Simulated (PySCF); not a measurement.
**Spinor energies of Re⁶²⁺ (rhenium, charge +62)**

Start: [Ne] 3s2 3p1; 3p3/2 filled at m_j = +3/2. Calculated with PySCF 2.14 in an uncontracted even-tempered set (18 s from 20 bohr⁻², ratio 2.4; 14 p from 26 bohr⁻², ratio 2.4; 4 d from 86 bohr⁻², ratio 2.6; 4 f from 130 bohr⁻², ratio 2.6): generalised Hartree-Fock with the X2C-1e Hamiltonian and a Gaussian nucleus; one run each with spin-orbit coupling (SO) screened by Boettger's factors, then bare. This is a chosen level, not necessarily the ground level.

| spinor shell | electrons | ε, screened SO (eV) | ε, bare SO (eV) | weight of nominal j (bare SO) | rms radius, bare SO (bohr) |
| --- | --- | --- | --- | --- | --- |
| 1s1/2 | 2 | -77273.3 | -77272.4 | 1.000 | 0.0204 |
| 2s1/2 | 2 | -17575.4 | -17575.2 | 1.000 | 0.0810 |
| 2p1/2 | 2 | -17061.4 | -17096.2 | 1.000 | 0.0686 |
| 2p3/2 | 4 | -15580.2 | -15569.3 | 1.000 | 0.0759 |
| 3s1/2 | 2 | -7116.3 | -7116.3 | 1.000 | 0.194 |
| 3p3/2 | 1 | -6567.4 | -6564.4 | 1.000 | 0.194 |

```json
{"quantity": "E (hartree)", "screened SO": "-12181.56257", "bare SO": "-12182.44576"}
{"quantity": "M_J", "screened SO": "3/2", "bare SO": "3/2"}
{"quantity": "⟨J²⟩", "screened SO": "3.750", "bare SO": "3.750"}
{"quantity": "⟨L²⟩", "screened SO": "2.033", "bare SO": "2.035"}
{"quantity": "⟨S²⟩", "screened SO": "0.783", "bare SO": "0.785"}
```

Each row is a mean over spinors that exchange with the open shell spreads, by up to 29.085 eV (3s1/2).

Breit and QED terms are absent; they matter most for the inner s and p1/2 levels.

Densities and radii are taken from the X2C orbitals without a picture-change correction, which distorts them close to the nucleus.
